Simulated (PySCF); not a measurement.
CH6GeO3, SMILES [OH][Ge]([CH3])([OH])[OH].

The structure is a stationary point at B3LYP-D3(BJ)/def2-SVP. Other conformers were not sampled.

Two levels are set side by side: PBE/def2-TZVP (PySCF) and M06-2X/def2-TZVP (PySCF). Same geometry, gas phase. Differences are taken from unrounded values.

```json
[
 {"quantity": "orbital gap (eV)", "M06-2X": "10.99", "PBE": "6.16", "PBE minus M06-2X": "-4.83"},
 {"quantity": "highest occupied level (eV)", "M06-2X": "-10.10", "PBE": "-6.88", "PBE minus M06-2X": "3.22"},
 {"quantity": "lowest empty level (eV)", "M06-2X": "0.88", "PBE": "-0.72", "PBE minus M06-2X": "-1.60"},
 {"quantity": "dipole moment (D)", "M06-2X": "0.50", "PBE": "0.45", "PBE minus M06-2X": "-0.05"},
 {"quantity": "mean polarisability (bohr³)", "M06-2X": "48.4", "PBE": "52.2", "PBE minus M06-2X": "3.8"}
]
```

PBE's occupied levels lie high since its potential decays too fast outside the molecule; exact exchange lowers them and widens the gap. PBE's more diffuse valence density responds more strongly to a field. Differences between two approximate levels are no errors against the true value.

Rough cost on one machine, each run with all the roots and properties that it gave: M06-2X against PBE about 3 times.
